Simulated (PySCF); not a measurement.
Relaxation of singlet [IS2]-

Method: PBE0 in PySCF with I def2-TZVPD with ECP28, S def2-TZVPD; scalar-relativistic core potentials, no spin–orbit coupling; density-fitted integrals. A (50,194) grid was used.

A hand-made bent start, of C2v symmetry, held to at least that symmetry:

```xyz
3
charge -1 multiplicity 1, angstrom
I     0.0000    0.0000   -0.4286
S     1.8267    0.0000    0.8505
S    -1.8267    0.0000    0.8505
```

Optimiser trace:
| step | E − E(last) (kJ/mol) | largest gradient (Eh/bohr) |
| --- | --- | --- |
| 0 | 18.77 | 0.03742 |
| 1 | 1.87 | 0.00619 |
| 2 | 0.37 | 0.00174 |
| 3 | 0.02 | 0.00107 |
| 4 | 0.00 | 0.00039 |
| 5 | 0.00 | 0.00003 |

It ends at C2v with I–S 2.335 Å (×2); S–I–S 114.7°. A frequency run shows a minimum. Other isomers or separated fragments may lie lower.

Final geometry:
```xyz
3
charge -1 multiplicity 1, angstrom
I     0.0000    0.0000   -0.4225
S     1.9658    0.0000    0.8380
S    -1.9658    0.0000    0.8380
```

The relaxation took about 50 core-seconds on a shared host.
